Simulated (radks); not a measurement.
Spherical quantum dot in the effective-mass picture: electrons in a parabolic well V = omega^2 r^2 / 2 with omega = 0.127, with a point charge +1 (a donor) at the centre, all in effective atomic units (hartree* = m*/eps^2 hartree, bohr* = eps/m* bohr), one dielectric constant everywhere. Method: non-relativistic Kohn-Sham, exchange-only LDA, spin-polarised, spherical densities; computed with a radial shooting solver with Libxc functionals. Levels are named by radial order and angular momentum (1s, 1p, 1d, 2s, ...), and open shells are averaged over m.

N = 18, configuration 1s2 1p6 1d(up 5, down 3) 2s2. This is the lowest configuration that the search found. Occupied levels:

level    occupation  eigenvalue (hartree*)  <r> (bohr*)
1s up             1                 2.3476        3.599
1s down           1                 2.3498        3.224
1p up             3                 2.4068        7.586
2s up             1                 2.4111        6.515
1p down           3                 2.4182        7.531
2s down           1                 2.4199        6.800
1d up             5                 2.4465        8.254
1d down           3                 2.4584        8.255

Energy (hartree*): total 24.5009, kinetic 1.7137, external 5.0898, Hartree 19.816, exchange-correlation -2.1187.

Electron density:

r (bohr*)  n(r) (e/bohr*^3)
0.310                0.1928
1.48                0.02588
2.65               0.005886
3.82               0.003124
4.99               0.003573
6.16               0.004420
7.33               0.004521
8.50               0.003532
9.67               0.001979
10.8              0.0007494
12.0              0.0001862
13.2             0.00003009
14.3              3.172e-06
15.5              2.195e-07
